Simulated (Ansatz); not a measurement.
Correlation energies of `N[Si]1(F)CO1` by basis set

Cartesian coordinates in Å:
```
N 0.307 1.005 1.300
Si 0.332 0.278 -0.210
F 1.680 0.750 -0.896
C -0.497 -1.192 -0.801
O -1.035 0.208 -1.085
H -0.501 0.999 1.897
H 1.119 1.426 1.715
H -0.207 -1.702 -1.717
H -1.197 -1.771 -0.203
```

The species carries charge 0 and has multiplicity 1. All single points use the PBE0-D4/def2-TZVP geometry. It is one conformer, not always the lowest. Frozen core, restricted reference, Ansatz 0.2.0. CBS rows extrapolate triple and quadruple zeta; past MP2 they add the triple-zeta difference.

| basis | HF (Eh) | MP2 corr. |
| --- | --- | --- |
| def2-SVP | -557.64479 | -0.76210 |
| def2-TZVPP | -558.10444 | -0.97488 |
| def2-QZVPP | -558.12715 | -1.05393 |

Problem. Estimate the CCSD correlation energy and the (T) correction in each basis where they were run (hartree).

Solution. 
```
     basis  CCSD corr.       (T)
  def2-SVP    -0.79166  -0.01957
def2-TZVPP    -0.99437  -0.03717
 CBS(def2)    -1.13196     as TZ
```
